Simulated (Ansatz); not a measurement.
# Two structures, one formula

The two ends of one reaction step of SiH2O2F2, singlet (PBE0-D4/def2-TZVP).

A:

```xyz
7
angstrom
Si -0.1375 0.0605 0.3158
O 1.2599 0.0812 -0.4961
O -1.1397 -1.0121 -0.3429
H -1.1566 -1.0998 -1.2962
F -0.7528 1.5180 0.3426
F 0.0506 -0.3474 1.8248
H 1.8762 0.7996 -0.3478
```

B:

```
7
angstrom
Si -0.6348 0.0113 0.5037
O 0.9188 -0.2465 -0.5239
O -1.6382 -0.7990 -0.2890
H 0.5600 -0.7239 -1.2909
F -0.5475 1.5975 0.5048
F -0.0463 -0.3855 1.9134
H 1.3879 0.5459 -0.8180
```

Computed with Ansatz 0.2.0 (basis: def2-TZVPP); correlated methods freeze the cores. B3LYP uses VWN-RPA correlation.

(1) Which structure is lower at CCSD(T), and by how much? (Judge from chemistry; the value comes from the calculation.)

T1 diagnostic: at most 0.013.

Results:

(1) By the calculation: A, by 2.269 eV (electronic energy, against the other). By their contacts, A is SiH₂O₂F₂ ([OH][Si]([OH])([F])[F]) and B is SiH₂O₂F₂ ([O][Si]([OH2])([F])[F]).

All methods give the same order:

```
      method  E(B) − E(A) (eV)
       SPW92             2.094
      PBE-D4             2.054
     BLYP-D4             2.060
   r2SCAN-D4             2.216
      B97M-V             2.239
     PBE0-D4             2.238
    B3LYP-D4             2.215
  r2SCAN0-D4             2.333
    BHLYP-D4             2.403
CAM-B3LYP-D4             2.277
     wB97X-V             2.266
     wB97M-V             2.229
      B2PLYP             2.222
    PBE-QIDH             2.311
  RPA on PBE             2.220
          HF             2.603
         MP2             2.225
        CCSD             2.332
     CCSD(T)             2.269
```

Labels in which every atom is bracketed show which atoms are joined, not bond orders.

For scale, one of the runs: CCSD(T)/def2-TZVPP, 194 basis functions, launched by `ansatz run in.yaml --threads 4 --pin off --events-out ev --progress --plain --max-ram 9574MiB`. Hardware: 4 CPU threads of an Arm Neoverse V2, shared host. Wall time 48 s; peak host memory 2.4 GiB.
